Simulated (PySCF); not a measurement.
CH₅B₂FO.
Bonds: C1–B2, B2–O3, O3–B4, B4–F5. Hydrogens: H6, H7, H8 on C1; H9 on B2; H10 on B4.

Computed by this run: PBE0-D3(BJ)/def2-SVP geometry optimisation, gas phase in PySCF 2.14.0; density fitting, grid level 1; the optimiser is geomeTRIC in internal coordinates, started from a GFN2-xTB structure with every atom displaced at random (about 0.01 Å).

Step 1: E = -7225.6158 eV
```
atom  x, y, z in Å  |  force x, y, z in eV/Å
C1     -1.5631    0.0960   -0.1536   -0.047   0.010  -0.055
B2     -0.3373   -0.7168    0.3798    0.145   0.080  -0.020
O3      0.9261   -0.2586    0.2163   -0.434  -0.229  -0.047
B4      2.0385    0.4014   -0.0739    0.398   0.409   0.528
F5      2.6337    0.2330   -1.2389    0.035  -0.136  -0.288
H6     -1.2870    1.0500   -0.6218    0.019   0.059  -0.027
H7     -2.1228   -0.5027   -0.8950    0.043  -0.029   0.052
H8     -2.2810    0.2980    0.6581   -0.006  -0.037   0.052
H9     -0.4616   -1.7759    0.9592    0.021   0.018  -0.031
H10     2.5604    1.1483    0.7349   -0.173  -0.144  -0.164
```

Step 2: E = -7225.6122 eV
```
atom  x, y, z in Å  |  force x, y, z in eV/Å
C1     -1.5826    0.0984   -0.1571    0.097   0.147  -0.062
B2     -0.3304   -0.6842    0.3579    0.121  -0.149   0.144
O3      0.9370   -0.2392    0.2151   -0.365   0.161   0.186
B4      2.0711    0.4054   -0.0470   -0.095  -0.123  -0.148
F5      2.6221    0.1772   -1.2291    0.313   0.124  -0.078
H6     -1.3440    1.0665   -0.6218   -0.029   0.003  -0.003
H7     -2.1276   -0.5195   -0.8918    0.025  -0.024   0.013
H8     -2.2951    0.2639    0.6690    0.027  -0.022   0.019
H9     -0.4437   -1.7484    0.9276   -0.040  -0.050  -0.006
H10     2.5991    1.1524    0.7423   -0.053  -0.069  -0.066
```

Step 3: E = -7225.6250 eV
```
atom  x, y, z in Å  |  force x, y, z in eV/Å
C1     -1.5775    0.1005   -0.1549    0.039   0.103  -0.029
B2     -0.3348   -0.6939    0.3634    0.061  -0.078   0.082
O3      0.9282   -0.2453    0.2092   -0.038   0.115  -0.065
B4      2.0630    0.4004   -0.0599   -0.049  -0.056  -0.050
F5      2.6537    0.1965   -1.2300    0.024  -0.002   0.061
H6     -1.3314    1.0654   -0.6232   -0.018  -0.020   0.008
H7     -2.1268   -0.5169   -0.8864    0.001  -0.019   0.002
H8     -2.2870    0.2735    0.6724    0.011  -0.015   0.003
H9     -0.4512   -1.7559    0.9372   -0.027  -0.028  -0.011
H10     2.5697    1.1483    0.7374   -0.003   0.000   0.000
```

Step 4: E = -7225.6270 eV
```
atom  x, y, z in Å  |  force x, y, z in eV/Å
C1     -1.5698    0.1037   -0.1533   -0.045  -0.013   0.013
B2     -0.3358   -0.7041    0.3654    0.034   0.052   0.006
O3      0.9208   -0.2436    0.2017    0.019   0.033  -0.036
B4      2.0529    0.4059   -0.0653    0.008  -0.111   0.006
F5      2.6614    0.1861   -1.2228    0.007   0.018   0.040
H6     -1.3194    1.0682   -0.6183    0.007  -0.014   0.004
H7     -2.1223   -0.5108   -0.8852   -0.014  -0.002  -0.004
H8     -2.2775    0.2756    0.6756   -0.011  -0.001  -0.005
H9     -0.4545   -1.7683    0.9362    0.001   0.005  -0.022
H10     2.5503    1.1600    0.7310   -0.006   0.035  -0.002
```

Problem. Estimate the geometry and energy of step 5. (The exact step hangs on the optimiser's Hessian estimate; all steps are aligned on step 4, rigid shifts and turns removed.)

Solution. E = -7225.6286 eV, largest force 0.141 eV/Å
```
atom  x, y, z in Å  |  force x, y, z in eV/Å
C1     -1.5824    0.1068   -0.1498   -0.002  -0.068   0.025
B2     -0.3343   -0.6918    0.3521   -0.028  -0.006   0.018
O3      0.9209   -0.2329    0.1817    0.018   0.018  -0.138
B4      2.0643    0.4004   -0.0701    0.076  -0.038   0.099
F5      2.7162    0.1600   -1.1988   -0.091  -0.014   0.025
H6     -1.3524    1.0750   -0.6150    0.013   0.014  -0.015
H7     -2.1381   -0.5160   -0.8727   -0.004   0.013  -0.009
H8     -2.2791    0.2637    0.6914   -0.006   0.011  -0.010
H9     -0.4483   -1.7590    0.9193    0.009   0.008  -0.014
H10     2.5392    1.1662    0.7271    0.016   0.062   0.020
```

The energy changes by -0.0017 eV. The first-order estimate −F·Δx gives -0.0043 eV and the mean of the old and new forces, exact on a quadratic surface, -0.0016 eV. The step makes an angle of 73° with the force vector and moves no atom by more than 0.065 Å.

The cost below is that of the whole optimisation. The run took 98 s of wall time on Arm Neoverse N1, one thread, no GPU, shared host with 64 logical CPUs at a one-minute load of 19, and the process peaked at 0.38 GiB of memory.
